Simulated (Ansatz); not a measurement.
SnSiH5 (SMILES [SiH2+][SnH3]) (charge +1), singlet: a single point displaced at random from a GFN2-xTB minimum.

The input file, in.yaml:

```yaml
crystal:
  periodic: [false, false, false]
  atoms:
    - {symbol: Si, position_ang: [-0.220300, -1.384900, 0.245900]}
    - {symbol: Sn, position_ang: [0.281700, 1.036600, -0.060600]}
    - {symbol: H, position_ang: [0.136100, -2.129800, 1.271600]}
    - {symbol: H, position_ang: [-0.834800, -2.428000, -0.810300]}
    - {symbol: H, position_ang: [-0.451400, 1.504300, -1.780200]}
    - {symbol: H, position_ang: [-0.623100, 1.878600, 1.038800]}
    - {symbol: H, position_ang: [1.720100, 1.263200, 0.048900]}
basis:
  gaussian: {orbitals: def2-TZVPP}
total_charge: 1
correlation: {method: ccsd_t}
output: {forces: true}
```

An equivalent command:

```bash
ansatz run in.yaml --threads 4 --pin off --events-out ev --progress --plain
```

Output of Ansatz 0.2.0:

```
Functional definition: HF
  name "HF"
  cite "Fock, Z. Phys. 61, 126 (1930) doi:10.1007/BF01340294"
  parent pbe
  exchange = exact_x
  correlation = 0
1090 factors; integrals over basis functions are off by at most 8.5e-4 eV
mean field evaluation 1: about -13736.0616 eV, gradient 1.3e1 eV
mean field evaluation 2: about -13736.1523 eV, gradient 1.3e1 eV
mean field evaluation 4: about -13737.0835 eV, gradient 1.6e0 eV
mean field evaluation 8: about -13737.0894 eV, gradient 5.8e-4 eV
mean field evaluation 16: about -13736.9578 eV, gradient 1.5e0 eV
mean field -13737.08944443 eV, -504.8287257490 hartree, gradient 1.6e-6 eV, S^2 0.000000; 0 other end points of the search recorded, 0 dependent functions left out
9 core orbitals not correlated: weight in the atoms' cores, before any rotation towards them, 1.000 or more for the frozen orbitals, at most 0.000 for the correlated occupied ones
reference -13737.08944443 eV, -504.8287257490 hartree; 11, 11 occupied and 142, 142 virtual orbitals, 1090 factors
second order -11.89491736 eV of doubles, -0.00000000 eV of singles
cycle   1  -12.28007917 eV  change   -3.9e-1 eV  update   9.3e-2
cycle   2  -12.72171209 eV  change   -4.4e-1 eV  update   3.0e-2
cycle   3  -12.77536040 eV  change   -5.4e-2 eV  update   1.4e-2
cycle   4  -12.76701068 eV  change    8.3e-3 eV  update   4.5e-3
cycle   5  -12.76583410 eV  change    1.2e-3 eV  update   2.3e-3
cycle   6  -12.76621715 eV  change   -3.8e-4 eV  update   9.4e-4
cycle   7  -12.76601147 eV  change    2.1e-4 eV  update   3.7e-4
cycle   8  -12.76607408 eV  change   -6.3e-5 eV  update   1.5e-4
cycle   9  -12.76613359 eV  change   -6.0e-5 eV  update   5.2e-5
cycle  10  -12.76610587 eV  change    2.8e-5 eV  update   2.3e-5
cycle  11  -12.76611072 eV  change   -4.9e-6 eV  update   1.2e-5
cycle  12  -12.76611286 eV  change   -2.1e-6 eV  update   5.4e-6
cycle  13  -12.76611388 eV  change   -1.0e-6 eV  update   2.4e-6
perturbative correction -0.34358752 eV, -0.0126266086 hartree
the calculation of the forces begins
Total energy: -13750.19914583 eV, -505.3104983895 hartree
Atom 0 at    -0.220300    -1.384900     0.245900 Å, force    -1.818126    -0.245112    -4.471788 eV/Å
Atom 1 at     0.281700     1.036600    -0.060600 Å, force    -5.767107     1.121824    -2.972067 eV/Å
Atom 2 at     0.136100    -2.129800     1.271600 Å, force     1.146168    -2.194107     3.533102 eV/Å
Atom 3 at    -0.834800    -2.428000    -0.810300 Å, force     0.561039     1.448403     1.078427 eV/Å
Atom 4 at    -0.451400     1.504300    -1.780200 Å, force     0.890372    -0.749772     1.954012 eV/Å
Atom 5 at    -0.623100     1.878600     1.038800 Å, force    -0.315416     0.035396     0.471722 eV/Å
Atom 6 at     1.720100     1.263200     0.048900 Å, force     5.303070     0.583368     0.406591 eV/Å
Dipole moment:    -0.142938    -1.027939     0.215602 e Å
```

The run took 87 s on 4 CPU threads (shared host), with 2.4 GiB of host memory at its peak.
